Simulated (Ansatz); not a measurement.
Two isomers of C2H10OSi2: A = `CC[SiH2]O[SiH3]`, B = `O[SiH2]CC[SiH3]`.

Computed with Ansatz on PBE0-D4/def2-TZVP structures; ΔE is electronic, products minus reactants. CCSD(T)/CBS adds triple-zeta CCSD(T) − MP2 to the extrapolated MP2 energy (def2 sets, frozen cores). Functionals use def2-TZVPP. B3LYP here is the variant with VWN-RPA as its local correlation; programs differ in this. One conformer a species, not always the lowest.

A:

```xyz
15

C    -1.234    1.590   -0.097
C     0.285    1.468   -0.012
Si    0.983    0.024   -0.966
O     0.330   -1.390   -0.451
Si    0.074   -2.377    0.822
H    -1.601    2.454    0.463
H    -1.568    1.702   -1.132
H    -1.728    0.703    0.309
H     0.606    1.380    1.033
H     0.767    2.375   -0.395
H     0.655    0.150   -2.411
H     2.463   -0.030   -0.802
H    -0.713   -3.546    0.362
H    -0.684   -1.662    1.885
H     1.367   -2.841    1.391
```

B:

Z-matrix (Å, degrees):
```
Si
C 1 1.874
O 1 1.650 2 113.3
H 1 1.494 2 108.1 3 123.1
H 1 1.484 2 109.5 3 -117.3
C 2 1.534 1 116.3 3 -72.9
H 2 1.096 1 107.9 3 52.1
H 2 1.098 1 106.0 3 164.9
H 3 0.959 1 117.3 2 68.0
Si 6 1.878 2 116.1 1 66.9
H 6 1.096 2 110.5 1 -55.9
H 6 1.097 2 110.3 1 -172.3
H 10 1.487 6 110.3 2 172.7
H 10 1.487 6 111.1 2 51.4
H 10 1.494 6 111.3 2 -68.5
```

(1) Which is lower in electronic energy at CCSD(T)/CBS, and by how much? (Best estimate.)

(2) Give E(B) − E(A) in kJ/mol with B2PLYP, ωB97M-V, r2SCAN-D4, B3LYP, CCSD/def2-TZVPP, HF/def2-TZVPP, B3LYP-D4. (Best estimate.)

Largest T1 diagnostic: 0.011.

Results:

(1) Ansatz gave: A, by 115.5 kJ/mol.

(2) Ansatz gave: B2PLYP 120.7, ωB97M-V 112.4, r2SCAN-D4 112.7, B3LYP 121.0, CCSD/def2-TZVPP 119.4, HF/def2-TZVPP 144.4, B3LYP-D4 117.2. None reverses the order clearly.

In def2-TZVPP, CCSD(T) changes the Hartree–Fock value by −29.4 kJ/mol (the triples alone add −4.4 kJ/mol) and MP2 by −27.9 kJ/mol. The D4 term adds −3.7 kJ/mol with B3LYP and −1.8 kJ/mol with PBE0; it sums over pairs of atoms, weighted by their polarisabilities, and B3LYP, whose exchange is more repulsive, gets the larger term.
